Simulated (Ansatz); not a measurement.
Molecule: C3H7Se, net charge -1, singlet state. 
Geometry from a B3LYP-D3(BJ)/def2-TZVP (Ansatz, an electronic-structure program) optimisation:
```
C
H 1 1.0946
C 1 1.5261 2 108.25
H 3 1.0908 1 110.67 2 -59.36
H 3 1.0937 4 107.34 1 119.96
H 3 1.1029 4 108.64 5 116.96
C 1 1.5261 2 108.25 3 119.84
H 7 1.0908 1 110.67 2 59.36
H 7 1.0937 8 107.34 1 -119.96
H 7 1.1029 8 108.64 9 -116.96
Se 1 1.9941 2 106.59 3 -120.08
```
Charge -1, spin multiplicity 1.

Parts of the frozen-core correlation energy in 6-31G* (Ansatz, hartree). Frozen orbitals: 17; correlated occupied orbitals by spin: 13 and 13; virtual: 64 and 64. No spin-orbit coupling. Non-relativistic.

```csv
term,value
reference (HF),-2517.23163
MP2 opposite-spin,-0.38934
MP2 same-spin,-0.12416
CCSD correlation,-0.56144
(T),-0.01693
T1 diagnostic,0.009
largest doubles amplitude,0.040
```
